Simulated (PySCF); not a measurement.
PySCF job for FGeH6NSi, SMILES F[SiH2][NH][GeH3], B3LYP/pcSseg-1. Geometry: B3LYP-D3(BJ)/def2-SVP. This is a generated structure with no PubChem entry under its InChIKey; it may be hypothetical. Other conformers were not sampled.

```python
import numpy as np
from pyscf import gto, scf, dft
from pyscf.prop.nmr import rks as nmr

mol = gto.M(
    atom='''
    Si    1.72122088   -0.44707022    0.12209449
    F     2.13255172   -0.70242839   -1.43839397
    N     0.39786710    0.63342541    0.29731524
    Ge   -1.41461632    0.24276555    0.21360214
    H     2.92213309    0.13850497    0.77087135
    H     1.33337400   -1.76879133    0.67170542
    H     0.61737811    1.62732417    0.27532894
    H    -2.02305855    0.70916903   -1.12684547
    H    -2.13438337    0.95716909    1.37623503
    H    -1.52284844   -1.28501254    0.35245274
    ''',
    basis='pcSseg-1',
    charge=0,
    spin=0,
    max_memory=1600,
    verbose=3,
)
mf = dft.RKS(mol, xc='b3lyp')
mf.grids.level = 3
mf.conv_tol = 1e-10
mf.max_cycle = 100
mf.kernel()
n = nmr.NMR(mf)
n.verbose = 2
n.max_cycle_cphf = 60
sigma = n.kernel()
print('atom   isotropic/ppm   span/ppm')
for i, s in enumerate(sigma):
    w = np.linalg.eigvalsh((s + s.T) / 2)
    print(f'{mol.atom_symbol(i):2s}{i + 1:3d} {w.mean():14.3f} {w[2] - w[0]:11.3f}')
```

Log of the run:

```
converged SCF energy = -2524.62545056254
atom   isotropic/ppm   span/ppm
Si  1        361.582      46.995
F   2        323.758     148.201
N   3        227.993      73.507
Ge  4       1436.884     285.871
H   5         26.557       9.713
H   6         26.809       8.344
H   7         30.746      19.038
H   8         26.387      17.662
H   9         26.543      17.529
H  10         26.707      15.597
```

The run converged.
